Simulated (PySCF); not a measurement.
Compound: C7H11O3 (charge -1).
Atom-mapped SMILES: `[CH3:1][O:2][CH2:3][CH2:4]/[C:5]([O-:6])=[CH:7]/[C:8]([CH3:9])=[O:10]` (hydrogens: H11, H12, H13 on C1; H14, H15 on C3; H16, H17 on C4; H18 on C7; H19, H20, H21 on C9)

Theory: PBE0-D3(BJ)/def2-SVP geometry optimisation, gas phase (PySCF 2.14.0).

Entries marked ? are missing. Bonds in one row agree within 0.01 Å.

```csv
coordinate,value
C1–O2,1.385 Å
O2–C3,1.416 Å
C3–C4,1.517 Å
C4–C5,?
C5–O6,1.249 Å
C5=C7,1.409 Å
C7–C8,?
C8–C9,?
C8=O10,?
"C1–H11, C1–H12, C1–H13",1.107 Å
"C3–H14, C3–H15",1.104 Å
"C4–H16, C4–H17",1.103 Å
C7–H18,1.094 Å
"C9–H19, C9–H20, C9–H21",1.100 Å
C1–O2–C3,113.8°
O2–C3–C4,?
C3–C4–C5,109.7°
C4–C5–O6,115.6°
C4–C5–C7,?
O6–C5–C7,128.3°
C5–C7–C8,126.9°
C7–C8–C9,118.1°
C7–C8–O10,123.5°
C9–C8–O10,?
```

Problem. Estimate the withheld lengths and angles.

Solution. 
- C4–C5 = 1.542 Å, drawn single (allylic carbon to vinylic carbon bearing oxygen); 0.05 Å above the sum of covalent radii, 1.49 Å.
- C7–C8 = 1.431 Å, drawn single (ends: carbon bonded to 2 C and H; ketone carbonyl carbon); 0.03 Å below the sum of covalent radii, 1.46 Å.
- C8–C9 = 1.524 Å, drawn single (ketone carbonyl carbon to methyl carbon next to a carbonyl); 0.03 Å above the sum of covalent radii, 1.49 Å.
- C8=O10 = 1.239 Å, drawn double (ketone carbonyl carbon to ketone oxygen); 0.15 Å below the sum of covalent radii, 1.39 Å.
- O2–C3–C4 = 115.0°, at the sp3 carbon bound to oxygen; the outer atoms are 2.475 Å apart.
- C4–C5–C7 = 116.2°, at the vinylic carbon bearing oxygen; the outer atoms are 2.506 Å apart.
- C9–C8–O10 = 118.5°, at the ketone carbonyl carbon; the outer atoms are 2.378 Å apart.

Radii are Cordero's, carbon taken as 0.76, 0.73 or 0.69 Å for four, three, and two or fewer neighbours.

Stationary, but not proved a minimum. The geometry's basis has no diffuse functions, a weakness for an anion. Torsions: C1–O2–C3–C4 -78°, O2–C3–C4–C5 172°, C3–C4–C5–O6 -53°, C5–C7–C8–C9 0°.

The run took about 10 min of CPU time (one thread, shared machine). This is the geometry optimisation.

One conformer stands for the species.
